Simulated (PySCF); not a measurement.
Compound: CH₄B₃Cl₃.
SMILES: `B[C@H](BCl)B(Cl)Cl`

Jobs on this species (11 atoms, 76 electrons) with PySCF (density fitting). Hardware of each: one thread, Arm Neoverse N1 (aarch64), shared host. Times come from a shared host and carry two figures at best. Peak memory is the resident size of the whole Python process, interpreter and libraries included.

Question: Rank these jobs by wall time, shortest first.
A. PBE0/IGLO-III; shieldings, charges and field gradients; 312 basis functions
B. CAM-B3LYP/def2-SVPD; 10 singlets by full TDDFT, 4 Tamm–Dancoff triplets, polarisability, ΔSCF ions; 193 basis functions
C. PBE0/6-31G*; 10 singlets by full TDDFT, 4 Tamm–Dancoff triplets, polarisability; 118 basis functions

Answer: C (22 s), A (75 s), B (6.4 min).

All jobs:

| level and settings | work | basis functions | SCF cycles | wall time | peak memory |
| --- | --- | --- | --- | --- | --- |
| PBE0/6-31G* | 10 singlets by full TDDFT, 4 Tamm–Dancoff triplets, polarisability | 118 | 13 | 22 s | 0.65 GiB |
| PBE0/def2-TZVP | shieldings, charges and field gradients | 259 | 14 | 63 s | 1.0 GiB |
| PBE0/cc-pVTZ | shieldings, charges and field gradients | 278 | 14 | 72 s | 1.0 GiB |
| PBE0/IGLO-III | shieldings, charges and field gradients | 312 | 14 | 75 s | 1.2 GiB |
| LDA/def2-SVPD | 10 singlets by full TDDFT, 4 Tamm–Dancoff triplets, polarisability, ΔSCF ions | 193 | 14 | 5.2 min | 0.60 GiB |
| BHandHLYP/def2-SVPD | 10 singlets by full TDDFT, 4 Tamm–Dancoff triplets, polarisability, ΔSCF ions | 193 | 12 | 5.4 min | 0.88 GiB |
| B3LYP/def2-SVPD | 10 singlets by full TDDFT, 4 Tamm–Dancoff triplets, polarisability, ΔSCF ions | 193 | 13 | 5.5 min | 0.88 GiB |
| PBE0/def2-SVPD | 10 singlets by full TDDFT, 4 Tamm–Dancoff triplets, polarisability, ΔSCF ions | 193 | 13 | 5.5 min | 0.88 GiB |
| CAM-B3LYP/def2-SVPD | 10 singlets by full TDDFT, 4 Tamm–Dancoff triplets, polarisability, ΔSCF ions | 193 | 12 | 6.4 min | 1.0 GiB |

Q: What do all jobs in the table cost together?

A: About 32 min; the longest takes about 20 % of that, and about 17 times as long as the shortest.
